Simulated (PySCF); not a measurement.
# Ionisation energy of Ge(14+) by level of theory

Ge(14+) [Ar] → Ge(15+) [Ne] 3s2 3p5 [3p1/2^2 3p3/2^3, M_J = 3/2], as a difference of total energies. All numbers are calculated (PySCF 2.14, the two-component X2C-1e Hamiltonian, in an uncontracted even-tempered set (20 s from 1.2 bohr⁻², ratio 2.4; 14 p from 1.5 bohr⁻², ratio 2.4; 5 d from 8.6 bohr⁻², ratio 2.6; 4 f from 13 bohr⁻², ratio 2.6)). Correlated levels: 1s2 frozen; the 58 highest virtual spinors dropped. "Screened" scales the spin-orbit matrix elements by Boettger's factors to mimic the two-electron term; Breit and QED terms are absent.

```
                    method  ionisation energy (eV)
           GHF (spin-free)                  528.86
          GMP2 (spin-free)                  529.63
 GHF (screened spin-orbit)                  526.84
GMP2 (screened spin-orbit)                  527.60
```

Task: How much does correlation contribute at GMP2 (screened spin-orbit)?

Result: 527.60 − (526.84) = 0.76 eV, measured against GHF (screened spin-orbit).

Breit and QED terms and the two-electron picture change are absent.

The spin-free rows lack the spin-orbit shift.

For comparison: 527.9 ± 1.6 eV (semi-empirical (NIST evaluation); NIST Atomic Spectra Database, ionization energies).
